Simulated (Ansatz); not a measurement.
`[OH][Ge]([SiH3])([Cl])[Cl]`. The species carries charge 0 and has multiplicity 1.

Cartesian coordinates in Å:
```
O -0.9886 -0.6748 -1.6712
Ge -0.7798 0.1128 -0.1104
Si 1.4910 -0.0142 0.5868
Cl -1.4646 2.1485 -0.2853
Cl -2.1164 -0.8199 1.2994
H -1.8943 -0.6494 -1.9937
H 1.5745 0.6696 1.8982
H 2.3227 0.6728 -0.4290
H 1.8555 -1.4455 0.7052
```

(1) List the harmonic frequencies (cm⁻¹, unscaled) at PBE0-D4/def2-TZVP in Ansatz. (Estimate.)

(2) Is this a minimum?

(3) Give the ideal-gas thermochemistry at 298.15 K and 1 bar (rigid rotor, harmonic oscillator; point group Cs, symmetry number 1).

(4) And at 400, 500, 600, 800 and 1000 K?

(5) Rotational constants (cm⁻¹)?

Answers

(1) Computed: 79, 83, 100, 149, 154, 199, 249, 347, 422, 426, 519, 522, 728, 853, 921, 930, 931, 2244, 2265, 2267, 3873.

(2) Yes, all 21 modes are real.

(3) Zero-point energy 109.2 kJ/mol; H(298) − E = 135.6 kJ/mol; entropy 402.7 J/(mol·K), of which translation 174.4, rotation 122.3, vibration 106.0; G(298) − E = 15.6 kJ/mol. Modes under 100 cm⁻¹ are hindered rotations or soft bends, so the harmonic entropy is rough.

(4) 
| T (K) | H − E (kJ/mol) | S (J/mol/K) | G − E (kJ/mol) |
| --- | --- | --- | --- |
| 400 | 149.5 | 442.8 | -27.6 |
| 500 | 164.4 | 475.9 | -73.5 |
| 600 | 180.2 | 504.6 | -122.6 |
| 800 | 213.6 | 552.6 | -228.5 |
| 1000 | 248.8 | 591.9 | -343.1 |

(5) 0.05402, 0.04794, 0.03648.
